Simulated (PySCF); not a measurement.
Vertical excitations of a molecule C4H10OSi from TDA-CAM-B3LYP/def2-SVPD (PySCF), as energy in eV (oscillator strength): 6.69 (0.003), 6.76 (0.017), 7.22 (0.027), 7.42 (0.395), 7.50 (0.052), 7.92 (0.035). Lowest triplet (TDA): 4.22 eV. Geometry: B3LYP-D3(BJ)/def2-SVP. The values are those of a single conformer.

**Question.** Which molecule gave these data?
A. C=C(CC)[SiH2]O
B. C[C@H]1OCC[SiH2]1
C. CC(C)=CO[SiH3]
D. C=CC[SiH2]OC

**Answer.** A, C=C(CC)[SiH2]O
